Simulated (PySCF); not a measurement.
Lowest triplet excitation (TDA) (eV) of eight silicon and germanium compounds: TDA-PBE beside TDA-LC-ωPBE, computed with PySCF for isolated molecules in the bases named; differences from unrounded values. The eight are the first of their class met in an unordered collection, after screening for sound electronic states; none was chosen by its value. Each molecule has one DFT geometry for both levels.

```json
[
 {"molecule": "F2H4N2Si, SMILES N[Si](N)(F)F", "basis": "def2-SVPD", "TDA-LC-ωPBE": "7.29", "TDA-PBE": "5.98", "difference": "-1.30"},
 {"molecule": "C₄H₁₀OSi, SMILES C([SiH3])O/C=C/C", "basis": "def2-SVPD", "TDA-LC-ωPBE": "3.90", "TDA-PBE": "4.01", "difference": "0.12"},
 {"molecule": "GeH7NSi, SMILES [SiH3][NH][GeH3]", "basis": "def2-SVPD", "TDA-LC-ωPBE": "5.96", "TDA-PBE": "…", "difference": "…"},
 {"molecule": "CH3Cl2NSi2, SMILES Cl[Si]1(Cl)N=C[SiH2]1", "basis": "def2-SVPD", "TDA-LC-ωPBE": "3.01", "TDA-PBE": "2.84", "difference": "-0.18"},
 {"molecule": "Si(Cl)3(OMe) (CH₃Cl₃OSi), SMILES CO[Si](Cl)(Cl)Cl", "basis": "def2-SVPD", "TDA-LC-ωPBE": "7.45", "TDA-PBE": "…", "difference": "…"},
 {"molecule": "C2H10Si4, SMILES [SiH3][SiH2][Si@@H]1C=C[SiH2]1", "basis": "def2-SVPD", "TDA-LC-ωPBE": "3.99", "TDA-PBE": "4.04", "difference": "0.06"},
 {"molecule": "C2H6GeN2, SMILES [NH2][Ge@H]1[CH]=N[CH2]1", "basis": "def2-SVPD", "TDA-LC-ωPBE": "3.55", "TDA-PBE": "…", "difference": "…"},
 {"molecule": "ClH₅OSi₂, SMILES [SiH3][Si@H](O)Cl", "basis": "def2-SVPD", "TDA-LC-ωPBE": "6.20", "TDA-PBE": "5.46", "difference": "-0.74"}
]
```

Q: Some entries are withheld; supply them. (Estimate from the structure and the level; the computed values follow.)

A: 
- GeH7NSi, SMILES [SiH3][NH][GeH3], TDA-PBE: 4.81
- GeH7NSi, SMILES [SiH3][NH][GeH3], difference: -1.15
- C2H6GeN2, SMILES [NH2][Ge@H]1[CH]=N[CH2]1, TDA-PBE: 3.26
- C2H6GeN2, SMILES [NH2][Ge@H]1[CH]=N[CH2]1, difference: -0.29
- Si(Cl)3(OMe) (CH₃Cl₃OSi), SMILES CO[Si](Cl)(Cl)Cl, TDA-PBE: 5.83
- Si(Cl)3(OMe) (CH₃Cl₃OSi), SMILES CO[Si](Cl)(Cl)Cl, difference: -1.62

TDA-PBE lies below TDA-LC-ωPBE in 6 and above it in 2 of the eight; the mean signed difference is -0.64 and the largest -1.62 eV.
